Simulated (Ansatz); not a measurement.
`BN(C(C)C)[SiH](C)C`, relaxed with RKS PBE-D4/def2-SVP in the Gaussian-basis code of Ansatz from a rough embedded geometry. The force threshold is 0.03 eV/Å; the program also tests the step.

The species carries charge 0 and has multiplicity 1.

Start:

```xyz
24

B     0.144   -1.248    1.481
N    -0.070    0.104    0.742
C    -1.425    0.169    0.085
C    -2.500   -0.003    1.247
C    -1.649    1.510   -0.593
Si    1.307    0.314   -0.446
C     2.963    0.116    0.423
C     1.186   -0.906   -1.836
H     0.394   -1.266    2.590
H     0.102   -2.238    0.808
H    -1.539   -0.615   -0.639
H    -2.381    0.777    2.010
H    -2.508   -1.008    1.567
H    -3.523    0.177    0.698
H    -2.718    1.654   -0.885
H    -1.012    1.596   -1.531
H    -1.326    2.361    0.077
H     1.280    1.700   -0.991
H     3.754    0.370   -0.317
H     3.089   -0.909    0.701
H     3.012    0.796    1.237
H     1.162   -1.943   -1.454
H     0.237   -0.768   -2.407
H     2.023   -0.739   -2.566
```

(1) By how much does the energy fall, and how many steps does the optimiser take? (Estimate.)

(2) Which bonds change most? (Best estimate.)

(3) Give the relaxed structure. (Best estimate.)

## Answers

(1) Computed: 46.97 kcal/mol, in 62 steps, 6 of them rejected.

(2) The calculation gave: B1–N2 from 1.556 to 1.407 Å; B1–H9 from 1.137 to 1.218 Å; C4–H14 from 1.174 to 1.109 Å; C3–C4 from 1.592 to 1.532 Å.

(3) Computed: 
```xyz
24

B     0.071    1.562    1.593
N     0.104    0.588    0.577
C    -1.120   -0.129    0.124
C    -1.723   -0.971    1.253
C    -2.135    0.837   -0.496
Si    1.629    0.130   -0.250
C     1.978   -1.702    0.046
C     1.472    0.480   -2.100
H     1.106    2.116    1.919
H    -0.980    1.854    2.140
H    -0.808   -0.836   -0.680
H    -2.063   -0.323    2.085
H    -0.974   -1.682    1.657
H    -2.594   -1.553    0.889
H    -3.013    0.288   -0.891
H    -1.678    1.408   -1.329
H    -2.493    1.564    0.261
H     2.720    0.970    0.345
H     2.914   -2.008   -0.464
H     1.161   -2.345   -0.342
H     2.094   -1.910    1.129
H     0.649   -0.105   -2.562
H     1.274    1.556   -2.282
H     2.411    0.209   -2.626
```
